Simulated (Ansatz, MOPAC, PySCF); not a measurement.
Parents of the type HO-SiH2-X, proton removed and the species left after one step. Isolated molecules, 0 K electronic values unless said otherwise. One relaxed conformer stands for each flexible species; it need not be the lowest. The site is fixed along the series; a substituent can offer a better one. Strings in code marks are SMILES.

Quantity: electronic energy of isomers of CH2NOSi (charge -1) relative to `N#C[SiH2][O-]`, in kJ/mol. Semi-empirical values (MOPAC) are differences of heats of formation. Levels without diffuse functions put anions too high.

Level 1: frozen-core MP2/def2-TZVPD // CAM-B3LYP-D3(BJ)/def2-TZVPD (Ansatz, a first-principles code)
Level 2: PBE/6-31G* // CAM-B3LYP-D3(BJ)/def2-TZVPD (PySCF)
Level 3: HF/6-31G* // CAM-B3LYP-D3(BJ)/def2-TZVPD (PySCF)
Level 4: PM7 // CAM-B3LYP-D3(BJ)/def2-TZVPD (MOPAC)

| species | level 2 | level 3 | level 4 |
|---|---|---|---|
| `[C-]#[N+][SiH2][O-]` | 28.78 | 6.42 | 8.03 |

### Question
What does level 1 give for each?

### Answer

- `[C-]#[N+][SiH2][O-]`: 16.41
